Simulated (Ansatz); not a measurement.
C$_{2}$H$_{5}$N, triplet, geometry from GFN2-xTB (a higher spin typed on purpose: for a closed-shell molecule this is an excited state). Base run: Ansatz (a quantum-chemistry and plane-wave program) with PBE/cc-pVDZ.

Geometry (Å):
```xyz
8

C      1.1822    -0.1870     0.0076
N     -0.1370     0.0281     0.4495
C     -1.1971     0.1838    -0.3555
H      1.5375     0.6472    -0.6148
H      1.8322    -0.2924     0.8766
H      1.2562    -1.0884    -0.6180
H     -1.9313    -0.6156    -0.3366
H     -1.6461     1.1720    -0.3664
```
Charge 0, spin multiplicity 3.
Orbitals are unrestricted.
All else is at Ansatz's defaults.
Base energy -133.66709 Eh.

The base run was repeated with changes; each row names its change, and settings that it needs were set with it.

```json
[
 {"change": "base", "ΔE vs base (µEh)": "0.0"},
 {"change": "lower_state_search = off", "ΔE vs base (µEh)": "0.0"},
 {"change": "final_grid = 10, 20, 41", "ΔE vs base (µEh)": "-0.3"},
 {"change": "final_grid = 6, 12, 29", "ΔE vs base (µEh)": "15.9"},
 {"change": "point_charge = charge:0.5 position_ang:0.9165, -3.0786, -4.1704", "ΔE vs base (µEh)": "81.5"},
 {"change": "point_charge = charge:-1.0 position_ang:-0.4958, -2.9971, -4.2643", "ΔE vs base (µEh)": "-822"},
 {"change": "final_grid = 4, 8, 17", "ΔE vs base (µEh)": "424"},
 {"change": "lower_state_search = light", "ΔE vs base (µEh)": "0.0"},
 {"change": "point_charge = charge:1.0 position_ang:0.2643, -3.2297, -4.1302", "ΔE vs base (µEh)": "-1068"},
 {"change": "final_grid = 14, 28, 59", "ΔE vs base (µEh)": "-0.4"},
 {"change": "nuclear_model = gaussian", "ΔE vs base (µEh)": "13.5"}
]
```
